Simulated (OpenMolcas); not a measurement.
**Ions of charge +3 along the 3d row on the Y site of Cs2NaYCl6**

| Quantity | Value |
| --- | --- |
| Program | OpenMolcas |
| Method | CASSCF |
| Spin-orbit coupling | RASSI with atomic mean-field integrals over the reference wave functions |

The d shell is active. Each dopant is a cluster with its nearest anions in model potentials and point charges, with no relaxation. Distances were set from a Shannon-type radius of the metal (high-spin where two are listed) plus a fixed donor radius (Cl 1.76 Å), in hosts weighted 0.65 to 0.35 with the host's distance in the model lattice. Ligand basis ANO-RCC-VDZP, DKH2 Hamiltonian. States (labels of O, the rotations of Oh). Energies in cm-1 above the lowest state or level, χT in cm3 K/mol; under a threefold ground state the first gap can be a small split of the lowest multiplet, not the spin-orbit step; 10Dq and B are least-squares fits to the states below 45000 cm-1, weighted by degeneracy, with a free offset, and given where the rms deviation is under 5 % of |10Dq| (or 100 cm-1) and under 700 cm-1. Spin-only χT is S(S+1) / 2 for the spin of the ground state.

| Ion | Shell | R (Å) | Metal basis | Ground state | First state of that spin | 10Dq | B (rms of fit) | First gap with spin-orbit (degeneracies) | χT at 300 K | First state of another spin | Spin-only χT |
| --- | --- | --- | --- | --- | --- | --- | --- | --- | --- | --- | --- |
| Ti3+ | 3d1 | 2.496 | ANO-RCC-VTZP | 2T2 | 2E 10113 | 10113 |  | 217.4 (4, 2) | 0.452 |  | 0.375 |
| V3+ | 3d2 | 2.477 | ANO-RCC-VTZP | 3T1 | 3T2 8477 | 9408 | 947 (201) | 7.4 (2, 3) | 0.905 | 1T2 13683 | 1.000 |
| Cr3+ | 3d3 | 2.461 | ANO-RCC-VTZP | 4A2 | 4T2 9486 |  |  | 9383 (4, 2) | 1.816 | 2E 19120 | 1.875 |
| Mn3+ | 3d4 | 2.48 | ANO-RCC-VTZP | 5E | 5T2 9323 |  |  | 8.9 (1, 3) | 2.933 | 3T1 16705 | 3.000 |
| Fe3+ | 3d5 | 2.48 | ANO-RCC-VTZP | 6A1 |  |  |  | 28681 (6, 2) | 4.386 | 4T1 28760 | 4.375 |
| Co3+ | 3d6 | 2.457 | ANO-RCC-VTZP | 5T2 | 5E 6691 |  |  | 268.0 (3, 2) | 4.233 | 3T1 16919 | 3.000 |
| Ni3+ | 3d7 | 2.451 | ANO-RCC-VTZP | 4T1 | 4T2 5626 |  |  | 454.7 (2, 4) | 3.522 | 2E 16858 | 1.875 |
| Cu3+ | 3d8 | 2.412 | ANO-RCC-VTZP | 3A2 | 3T2 5969 |  |  | 5671 (3, 2) | 1.468 | 1E 15001 | 1.000 |

Every ion keeps the highest spin of its shell. χT departs most from the spin-only value for Ni3+, by +1.647 cm3 K/mol.

Ligand-to-metal charge-transfer states are missing. An orbital triplet at a regular site is open to Jahn-Teller coupling, which can distort the site and quench the lowest spin-orbit gaps and is left out (holds for Ti3+; V3+; Co3+; Ni3+). With metal d orbitals alone and no dynamic correlation the field as a rule comes out too small, by tens of per cent, by up to half for chloride and softer ligands (holds for Ti3+; V3+; Cr3+; Mn3+; Fe3+). Without dynamic correlation the repulsion within the d shell is too large (B by tens of per cent), so at a given field states of lower spin stand too high (holds for V3+; Cr3+; Mn3+; Fe3+; Co3+; Ni3+; Cu3+). With no ligand orbital active B as a rule stays too high, so bands that hang on it stand too high and its fall with covalency is understated (holds for V3+; Cr3+; Mn3+; Fe3+; Co3+; Ni3+; Cu3+). An orbital doublet at a regular site is open to a Jahn-Teller distortion, which this geometry leaves out (holds for Mn3+). CASSCF with metal d orbitals alone favours high spin, so a ground state of lower spin is not ruled out (holds for Co3+; Ni3+). With metal d orbitals alone and no dynamic correlation the field as a rule comes out too small, by tens of per cent, by up to half for chloride and softer ligands, and with too little covalency χT stands high (holds for Co3+; Ni3+). The least metal-like active orbital is 80 % on the metal (Löwdin) and no ligand orbital is active, so the numbers are rough (holds for Cu3+). With metal d orbitals alone and no dynamic correlation the field as a rule comes out too small, by tens of per cent, by up to half for chloride and softer ligands, and the orbital part of g and χT, which goes as 1/10Dq, too large (holds for Cu3+). No measured value stands beside these numbers; the geometry was set by hand and not optimised.
